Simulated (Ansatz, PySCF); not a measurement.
C2H7NOSi2, SMILES C(O[SiH2][SiH2]C)#N. Atoms are numbered in the order given.

```xyz
13

C     -2.9883    -0.5185     0.6435
Si    -1.3170     0.3470     0.6929
Si     0.0488    -0.5036    -1.0190
O      1.5991     0.2757    -0.9767
C      2.3266     0.3972     0.0653
N      2.9999     0.5228     1.0045
H     -2.8764    -1.6025     0.7960
H     -3.4947    -0.3526    -0.3193
H     -3.6383    -0.1282     1.4415
H     -0.6164     0.1174     1.9918
H     -1.4560     1.8181     0.4671
H     -0.4269    -0.1974    -2.3945
H      0.3002    -1.9699    -0.8917
```
Charge 0, spin multiplicity 1.

Geometry optimised at PBE0-D3(BJ)/def2-SVP. The structure was generated by enumeration, and PubChem lists no compound with its InChIKey, so it may never have been made. Other conformers were not sampled.

Two levels are set side by side: PBE-D3(BJ)/def2-SVP (Ansatz, a program for electronic structure) and PBE0-D3(BJ)/def2-SVP (Ansatz). Each level has its own optimised geometry; the coordinates shown are those of the second. Frequencies come from the Hessian of PySCF at each geometry. Differences are taken from unrounded values.

```csv
quantity,PBE0-D3(BJ)
mean bond length (Å),1.473
bond C1–Si2 (Å),1.883
bond Si2–Si3 (Å),2.349
bond Si3–O4 (Å),1.736
bond O4–C5 (Å),1.277
bond C5–N6 (Å),1.162
bond C1–H7 (Å),1.100
bond C1–H8 (Å),1.100
bond C1–H9 (Å),1.101
bond Si2–H10 (Å),1.494
bond Si2–H11 (Å),1.495
bond Si3–H12 (Å),1.487
bond Si3–H13 (Å),1.493
highest harmonic wavenumber (cm⁻¹),3173
mean harmonic wavenumber (cm⁻¹),1123
zero-point energy (kcal/mol),52.97
```

Problem. What does PBE-D3(BJ) give, and how far is it from PBE0-D3(BJ)? (The exact figures need the calculation; the answer reports its results.)

Solution. 
```
quantity                            PBE-D3(BJ)  PBE-D3(BJ) minus PBE0-D3(BJ)
----------------------------------  ----------  ----------------------------
mean bond length (Å)                     1.484                         0.011
bond C1–Si2 (Å)                          1.894                         0.012
bond Si2–Si3 (Å)                         2.357                         0.008
bond Si3–O4 (Å)                          1.755                         0.019
bond O4–C5 (Å)                           1.289                         0.012
bond C5–N6 (Å)                           1.178                         0.016
bond C1–H7 (Å)                           1.108                         0.008
bond C1–H8 (Å)                           1.108                         0.008
bond C1–H9 (Å)                           1.109                         0.008
bond Si2–H10 (Å)                         1.504                         0.010
bond Si2–H11 (Å)                         1.505                         0.010
bond Si3–H12 (Å)                         1.499                         0.011
bond Si3–H13 (Å)                         1.505                         0.012
highest harmonic wavenumber (cm⁻¹)        3086                           -86
mean harmonic wavenumber (cm⁻¹)           1084                           -39
zero-point energy (kcal/mol)             51.14                         -1.82
```

Exact exchange shortens and stiffens bonds; PBE has none. Differences between two approximate levels are no errors against the true value.
